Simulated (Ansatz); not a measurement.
Ideal-gas functions of GeH$_{3}$, SMILES `[GeH3]` radical at 600 K and 1 bar, from an Ansatz frequency run at PBE0-D4/def2-TZVP.

Molar mass 75.63 g/mol, point group C3v (symmetry number 3), electronic degeneracy 2, moments of inertia 3.888, 3.888, 6.496 u Å². Harmonic wavenumbers (cm⁻¹, unscaled): 695, 855, 855, 2111, 2151, 2151.

Use S(trans) = R[1.5 ln M + 2.5 ln T − 1.1517]; rotational temperatures θ = 24.2544 K / I; S(rot) = R[ln(√π/σ · √(T³/θAθBθC)) + 1.5]; for each mode x = 1.438777 ν̃/T, S = R[x/(eˣ − 1) − ln(1 − e⁻ˣ)] and H = RT x/(eˣ − 1); 1 cm⁻¹ = 0.0119627 kJ/mol; R = 8.31446 J/(mol·K).

Task: By hand: the entropy, in J/(mol·K).

Result: Translation 177.3. Rotation: θ = 6.2383, 6.2383, 3.7337 K, giving 67.2. Vibration, mode by mode: 4.97, 3.66, 3.66, 0.32, 0.30, 0.30, in all 13.2. Electronic 5.8. Sum 263.5 J/(mol·K).

Task: By hand: H − E and G − E in kJ/mol, counted from the electronic energy.

Result: Zero-point energy ½ × 8818 × 0.0119627 = 52.7; thermal vibration 5.4; translation, rotation and pV give 4 RT = 20.0. H − E = 78.1 kJ/mol, and G − E = 78.1 − 600 × 263.5/1000 = -80.0 kJ/mol.

Vibration gives 5 % of the entropy.
